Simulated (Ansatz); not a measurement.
A run for Ansatz (an electronic-structure program): R-CCSD(T)/def2-QZVPP on H2O2Pb (SMILES [OH][Pb][OH]), a point of a torsion scan. Elements past Kr take the def2 small-core potentials; no spin–orbit coupling. Files ending in .json are basis or fitting sets from the Basis Set Exchange. The run froze 11 orbitals, filled d shells among them.

Ansatz 0.2 input:
```yaml
crystal:
  periodic: [false, false, false]
  atoms:
    - {symbol: O, position_ang: [1.39090479, 0.36007286, -0.67411235]}
    - {symbol: Pb, position_ang: [-0.43542541, -0.74218903, -0.42407811]}
    - {symbol: O, position_ang: [-1.27630862, -0.23194495, -2.30150945]}
    - {symbol: H, position_ang: [2.22282121, 0.11601930, -0.28006784]}
    - {symbol: H, position_ang: [-0.82192007, 0.33507380, -2.91772046]}
basis:
  gaussian:
    orbitals: def2-QZVPP.json
magnetization: {spin_polarized: false}
correlation: {method: ccsd_t, electrons: outside_noble_gas}
scf: {lower_state_search: off}
```

### Question
Predict the final total energy.

### Answer
-343.4802 hartree (reference determinant -342.8298, T1 diagnostic 0.019).

### Question
How many basis functions does it have, and what does it roughly cost on one machine?

### Answer
256 functions; around 9 core-minutes (rough).
